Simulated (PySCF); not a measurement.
HC(SiH3)3, CH10Si3.
Bonds: C1–Si2, C1–Si3, C1–Si4. Hydrogens: H5 on C1; H6, H7, H8 on Si2; H9, H10, H11 on Si3; H12, H13, H14 on Si4.

Computed, not measured: PBE0-D3(BJ)/def2-SVP geometry optimisation, gas phase in PySCF.

(1) Give the optimised bond lengths and angles.

## Answers

(1) 
```csv
bond,length (pm)
"C1–Si2, C1–Si3, C1–Si4",188.7
C1–H5,110.7
Si2–H6 and 8 like bonds,149.5
```

Bonds in one row agree within 1 pm and their mean is given. A selection of angles:
```csv
angle,degrees
Si2–C1–Si3,112.0
Si2–C1–H5,106.8
C1–Si2–H6,110.6
C1–Si2–H8,109.8
H6–Si2–H7,108.7
H9–Si3–H10,108.4
```

All 3 C–Si bonds measure 1.886 to 1.887 Å. Si2 (silicon bonded to C and 3 H) is tetrahedral (angles from 108.6° to 110.6°).

Point group: C3v (tolerance 0.08 Å). Stationary, but not proved a minimum.
